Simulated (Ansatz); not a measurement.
Ideal-gas functions of GaH6NSi, SMILES `N[SiH2][GaH2]` at 600 K and 1 bar, from an Ansatz frequency run at PBE0-D4/def2-TZVP.

Molar mass 117.86 g/mol, point group C1 (symmetry number 1), electronic degeneracy 1, moments of inertia 33.758, 223.786, 250.871 u Å². Harmonic wavenumbers (cm⁻¹, unscaled): 99, 126, 206, 319, 349, 395, 426, 588, 708, 745, 771, 849, 918, 965, 1585, 1933, 1949, 2128, 2195, 3596, 3690.

Use S(trans) = R[1.5 ln M + 2.5 ln T − 1.1517]; rotational temperatures θ = 24.2544 K / I; S(rot) = R[ln(√π/σ · √(T³/θAθBθC)) + 1.5]; for each mode x = 1.438777 ν̃/T, S = R[x/(eˣ − 1) − ln(1 − e⁻ˣ)] and H = RT x/(eˣ − 1); 1 cm⁻¹ = 0.0119627 kJ/mol; R = 8.31446 J/(mol·K).

Q: By hand: the entropy, in J/(mol·K).

A: Translation 182.9. Rotation: θ = 0.7185, 0.1084, 0.0967 K, giving 117.3. Vibration, mode by mode: 20.29, 18.30, 14.26, 10.74, 10.03, 9.07, 8.49, 6.11, 4.85, 4.51, 4.30, 3.71, 3.25, 2.98, 0.91, 0.46, 0.44, 0.31, 0.27, 0.01, 0.01, in all 123.3. Electronic 0.0. Sum 423.5 J/(mol·K).

Q: By hand: H − E and G − E in kJ/mol, counted from the electronic energy.

A: Zero-point energy ½ × 24540 × 0.0119627 = 146.8; thermal vibration 38.0; translation, rotation and pV give 4 RT = 20.0. H − E = 204.8 kJ/mol, and G − E = 204.8 − 600 × 423.5/1000 = -49.3 kJ/mol.

Vibration gives 29 % of the entropy, 38.6 J/(mol·K) of it from the modes under 150 cm⁻¹: soft modes count most, and the harmonic formula is weakest for them. The sum counts one conformer and one mirror image; others add a mixing term.
